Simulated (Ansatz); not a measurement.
Ansatz results at the PBE0-D4/def2-TZVP geometry: ideal-gas entropy at 298 K and 1 bar (rigid rotor, harmonic PBE0-D4/def2-TZVP) 368 J/(mol·K); size of the dipole moment (B3LYP/def2-TZVPP) 2.16 D; LUMO energy (PBE0/def2-TZVPP) -0.60 eV.

Each molecule was computed in one conformer, which needn't be the lowest.

(1) Which molecule gave them?
A. `[OH][Nb]([F])(=[S])[Cl]`
B. `[NH2][Nb]([F])(=[S])[Cl]`
C. `[CH3][Nb]([OH])([F])=[S]`
D. `[NH]=[Nb]([OH])([OH])[OH]`

Results:

(1) D. The others give `[NH2][Nb]([F])(=[S])[Cl]`: 364, 3.36, -2.60; `[OH][Nb]([F])(=[S])[Cl]`: 359, 2.34, -2.62; `[CH3][Nb]([OH])([F])=[S]`: 369, 2.54, -2.13.

B3LYP here is the variant with VWN-RPA as its local correlation; programs differ in this.
